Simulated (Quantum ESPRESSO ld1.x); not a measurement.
The numbers below are computed, except where a source is named.
Species: Bi75+. Configuration: [He] 2s2 2p4 (the NIST ground configuration). Level of theory: scalar-relativistic Kohn-Sham, LDA (Slater exchange, VWN5 correlation), spin-polarised, spherical densities, point nucleus; open shells are filled with parallel spins first (ld1.x of Quantum ESPRESSO 7.5). Some entries of the table are withheld. Estimate them.

| orbital | occ. | eigenvalue (eV) | <r^2> (bohr^2) |
|---|---|---|---|
| 1s up | 1 | -98770.2 | 0.0003451 |
| 1s down | 1 | -98727.8 | 0.0003448 |
| 2s up | 1 | -23697.1 | 0.004995 |
| 2s down | 1 | -23635.7 | 0.005006 |
| 2p up | 3 | -21441.5 | (1) |
| 2p down | 1 | -21370.8 | (2) |
| 3s up | 0 | -9920.66 | 0.02717 |
| 3s down | 0 | -9903.12 | 0.02725 |
| 3p up | 0 | -9259.90 | 0.02677 |
| 3p down | 0 | -9240.67 | 0.02686 |

Answer. 
(1) 2p up <r^2> (bohr^2): 0.004199
(2) 2p down <r^2> (bohr^2): 0.004212
